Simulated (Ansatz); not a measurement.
`C[Se]C[SiH3]` → `[CH2]` (triplet) + `[SiH3]C[SeH]`  (formal loss of a carbene)

Program: Ansatz. Geometries: PBE0-D4/def2-TZVP. ΔE: electronic, gas phase. CCSD(T)/CBS adds triple-zeta CCSD(T) − MP2 to the extrapolated MP2 energy (def2 sets, frozen cores). This one scheme is used for every species. Triplets are unrestricted, without spin–orbit coupling. For Se outer-core shells are correlated without core-valence functions, which leaves a few kJ/mol of doubt a bond. Scalar relativity is left out up to krypton. One conformer a species, not always the lowest.

`C[Se]C[SiH3]`:

```xyz
12

C     2.063   -0.971    0.837
Se    1.272    0.453   -0.221
C    -0.589   -0.069   -0.007
Si   -1.730    1.118   -0.907
H     3.142   -0.818    0.817
H     1.827   -1.941    0.401
H     1.709   -0.918    1.865
H    -0.836   -0.076    1.058
H    -0.724   -1.079   -0.404
H    -3.138    0.673   -0.723
H    -1.414    1.137   -2.358
H    -1.582    2.491   -0.359
```

`[CH2]` (triplet):

Cartesian coordinates in Å:
```
C -0.046 0.264 0.066
H -0.647 -0.064 -0.768
H 0.693 -0.200 0.702
```

`[SiH3]C[SeH]`:

Z-matrix (Å, degrees):
```
Si
C 1 1.874
H 1 1.490 2 110.5
H 1 1.484 2 109.8 3 120.7
H 1 1.487 2 109.2 3 -119.4
Se 2 1.957 1 111.3 3 177.7
H 2 1.090 1 112.8 3 54.0
H 2 1.092 1 110.1 3 -66.6
H 6 1.470 2 95.5 1 -48.6
```

```
          species  MP2/def2-SVP energy (Eh)
   `C[Se]C[SiH3]`               -2769.34307
`[CH2]` (triplet)                 -38.98668
   `[SiH3]C[SeH]`               -2730.19796
```

Work out ΔE.

ΔE = (-38.98668) + (-2730.19796) − (-2769.34307) = 0.15843 Eh = +416.0 kJ/mol. CCSD(T)/CBS gives +435.5 kJ/mol.

Largest T1 diagnostic among the species: 0.011.

From r2SCAN to r2SCAN0 (25 % exact exchange), in def2-TZVPP and without D4, ΔE moves by −5.1 kJ/mol. At CCSD(T), def2-SVP lies −31.6 kJ/mol from the extrapolated value and def2-TZVPP −11.2 kJ/mol. Leaving LDA and LC-ωPBE aside and taking each functional with its dispersion term where it has one, the values, not all of them listed here, spread over 37.3 kJ/mol, from r2SCAN0-D4 to ωB97X-V. LDA lies +65.3 kJ/mol from PBE without D4.
